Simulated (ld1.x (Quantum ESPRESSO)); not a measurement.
# manganese: excitation energies, all-electron against TM semilocal

ld1.x (Quantum ESPRESSO) 7.5 input, shortened:

```
&input
   title='Mn', zed=25., rel=1, dft='PZ', iswitch=3,
   config='[Ar] 3d5 4s1 4p0'
 /
 &inputp
   pseudotype=1, tm=.true., lloc=2,
   nlcc=.true., new_core_ps=.true.
 /
3
3S  1  0   2.00   0.00  0.95  0.95  0.0
3P  2  1   6.00   0.00  1.35  1.35  0.0
3D  3  2   5.00   0.00  1.45  1.45  0.0
 &test
   configts(1)='3s2 3p6 3d5 4s1 4p0'
 /
```

Occupied shells without a wave of their own: 4s. They enter only through the test configuration that unscreens the potential, and ld1.x also counts them in the model core charge.

Energies are relative to the spin-unpolarised reference configuration 3s2 3p6 3d5 4s1 4p0; without spin polarisation the order of configurations can differ from experiment. Spin-polarised rows fill each open shell by Hund’s rule, majority spin first. The frozen-core shift is the all-electron ΔE with the core orbitals held at their reference shape minus the fully relaxed ΔE.

ld1.x takes every shell without a wave as core, so the model core holds the 4s electrons as well and exchange and correlation see them twice. This cancels in the reference configuration, but the file is broken for other ones, and its errors say nothing about a proper core correction.

```json
{"valence configuration": "3s2 3p6 3d5 4s2 4p0", "charge": "0", "ΔE all-electron (eV)": "-8.654", "error AE − PS (meV)": "-19", "frozen-core shift (meV)": "-0.7"}
{"valence configuration": "3s2 3p6 3d5 4s0 4p0", "charge": "+2", "ΔE all-electron (eV)": "15.877", "error AE − PS (meV)": "-359", "frozen-core shift (meV)": "+1.2"}
{"valence configuration": "3s2 3p6 3d4 4s0 4p0", "charge": "+3", "ΔE all-electron (eV)": "48.688", "error AE − PS (meV)": "-669", "frozen-core shift (meV)": "-1.6"}
{"valence configuration": "3s2 3p6 3d5 4s1.5 4p0", "charge": "+0.5", "ΔE all-electron (eV)": "-5.188", "error AE − PS (meV)": "+22", "frozen-core shift (meV)": "-0.4"}
{"valence configuration": "3s2 3p6 3d6 4s1 4p0", "charge": "0", "ΔE all-electron (eV)": "-9.051", "error AE − PS (meV)": "-63", "frozen-core shift (meV)": "+1.8"}
{"valence configuration": "3s2 3p6 3d5 4s1 4p1", "charge": "0", "ΔE all-electron (eV)": "-4.729", "error AE − PS (meV)": "-106", "frozen-core shift (meV)": "-0.4"}
{"valence configuration": "3s2 3p6 3d3 4s0 4p0", "charge": "+4", "ΔE all-electron (eV)": "99.729", "error AE − PS (meV)": "-885", "frozen-core shift (meV)": "-4.5"}
{"valence configuration": "3s2 3p6 3d5 4s1 4p0 (spin-polarised)", "charge": "+1", "ΔE all-electron (eV)": "-6.108", "error AE − PS (meV)": "+44", "frozen-core shift (meV)": "+8.7"}
{"valence configuration": "3s2 3p6 3d5 4s2 4p0 (spin-polarised)", "charge": "0", "ΔE all-electron (eV)": "-13.708", "error AE − PS (meV)": "+184", "frozen-core shift (meV)": "+7.9"}
```

Levels in the configuration 3s2 3p6 3d4 4s0 4p0:

```
level  all-electron (eV)  pseudo (eV)
   3s           -121.402     -121.769
   3p            -90.238      -90.604
   3d            -41.487      -41.787
```

A variational frozen-core shift is positive and of second order in the change. This column holds negative values, so the frozen-core run of ld1.x carries numerical noise or an error of first order here, and the column gives no more than the rough size of the effect.
